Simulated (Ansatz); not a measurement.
CNO (SMILES [N]=C=O) moved off its minimum; all values from Ansatz (a quantum-chemistry and plane-wave program), cores frozen in correlated methods. Open shells are unrestricted.
(charge 0, multiplicity 2)
```xyz
3

N     -0.0267    -0.0206    -1.2750
C      0.0768     0.0030    -0.0545
O     -0.0139     0.0458     1.1288
```

Forces at PBE/def2-TZVPP (eV/Å):

```tsv
atom	Fx	Fy	Fz
N1	0.301	-0.048	-0.591
C2	-0.643	0.077	0.335
O3	0.342	-0.029	0.255
```

Give the forces (eV/Å), the total energy and the dipole at CCSD(T)/aug-cc-pVTZ.


| atom | Fx | Fy | Fz |
|---|---|---|---|
| N1 | 0.332 | -0.052 | -0.600 |
| C2 | -0.751 | 0.104 | 0.919 |
| O3 | 0.419 | -0.053 | -0.319 |
Energy -167.7608 hartree, dipole 0.73 D.
